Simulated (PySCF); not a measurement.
A PySCF script (with the pyscf-properties extension) for the NMR shieldings of SMILES C=CP(C1CC1)C(F)(F)F, C6H8F3P, on a GFN2-xTB geometry:

```python
import basis_set_exchange as bse
import numpy as np
from pyscf import gto, dft
from pyscf.prop import nmr

atoms = """
C     2.056039   -1.362974    0.232984
C     1.902090   -0.048486    0.249279
P     0.294977    0.786840    0.410155
C    -0.771976   -0.323923   -0.579364
C    -1.720651   -1.232235    0.155402
C    -2.252856   -0.053443   -0.584354
C     0.637103    2.005460   -0.999305
F    -0.437858    2.762554   -1.258686
F     0.977550    1.415227   -2.158299
F     1.640818    2.839402   -0.688439
H     3.031863   -1.817673    0.186288
H     1.214850   -2.035800    0.261699
H     2.757289    0.617547    0.255796
H    -0.317445   -0.699891   -1.491479
H    -1.886484   -2.218788   -0.250554
H    -1.727006   -1.198910    1.235234
H    -2.619392    0.784534   -0.009699
H    -2.787671   -0.213125   -1.507836
"""
names = dict.fromkeys(["C", "P", "F", "H"], "pcSseg-1")
basis = {el: gto.basis.parse(bse.get_basis(n, elements=[el], fmt="nwchem")) for el, n in names.items()}
mol = gto.M(atom=atoms, basis=basis, charge=0, verbose=0)
mf = dft.RKS(mol, xc="PBE0")
mf.grids.level = 2
mf.grids.alignment = dft.numint.BLKSIZE   # the property module wants whole blocks of grid points
mf.conv_tol = 1e-9
mf.kernel()

calc = nmr.RKS(mf)   # GIAO
C = mf.mo_coeff
Co = C[:, mf.mo_occ > 0]
resp = mf.gen_response(singlet=True, hermi=2)
def vind(x):   # induced exchange potential for any number of trial vectors
    d = np.einsum("pi,xij,qj->xpq", C, 2 * x.reshape(-1, C.shape[1], Co.shape[1]), Co, optimize=True)
    return np.einsum("xpq,pi,qj->xij", resp(d - d.transpose(0, 2, 1)), C, Co, optimize=True).ravel()
mo1, _ = nmr.rhf.solve_mo1(calc, with_cphf=vind)
sigma = calc.kernel(mo1)
for i, s in enumerate(sigma):   # ppm
    w = np.linalg.eigvalsh((s + s.T) / 2)
    print("%2d %-2s iso %8.1f  s11 %8.1f  s22 %8.1f  s33 %8.1f" % (i, mol.atom_pure_symbol(i), w.mean(), *w))
```

Question: What are the results?

Answer: 
```
 0 C  iso     53.7  s11    -66.8  s22     56.5  s33    171.3
 1 C  iso     41.8  s11    -72.5  s22     40.6  s33    157.2
 2 P  iso    316.1  s11    265.2  s22    316.8  s33    366.3
 3 C  iso    176.9  s11    142.1  s22    163.4  s33    225.3
 4 C  iso    181.1  s11    150.4  s22    179.5  s33    213.4
 5 C  iso    183.2  s11    150.7  s22    182.1  s33    216.8
 6 C  iso     45.7  s11     37.9  s22     42.4  s33     56.6
 7 F  iso    245.3  s11    161.6  s22    245.8  s33    328.5
 8 F  iso    246.7  s11    162.0  s22    245.9  s33    332.2
 9 F  iso    248.4  s11    163.0  s22    251.8  s33    330.4
10 H  iso     25.4  s11     22.3  s22     24.4  s33     29.5
11 H  iso     25.5  s11     22.1  s22     23.2  s33     31.2
12 H  iso     24.8  s11     22.3  s22     23.4  s33     28.7
13 H  iso     30.4  s11     24.0  s22     28.7  s33     38.7
14 H  iso     30.7  s11     25.1  s22     26.0  s33     41.1
15 H  iso     31.2  s11     25.3  s22     28.1  s33     40.2
16 H  iso     31.0  s11     25.1  s22     28.0  s33     39.8
17 H  iso     30.8  s11     25.4  s22     25.8  s33     41.1
```

These numbers come from an equivalent density-fitted implementation of the same equations, which agrees with the script to about 0.01 ppm for H and up to a few tenths of a ppm for heavy atoms, so last digits may differ.

Size and cost of the density-fitted run: 217 basis functions, 42 s wall time on 1 thread of an Arm Neoverse V1, shared host; peak memory 1 GiB.
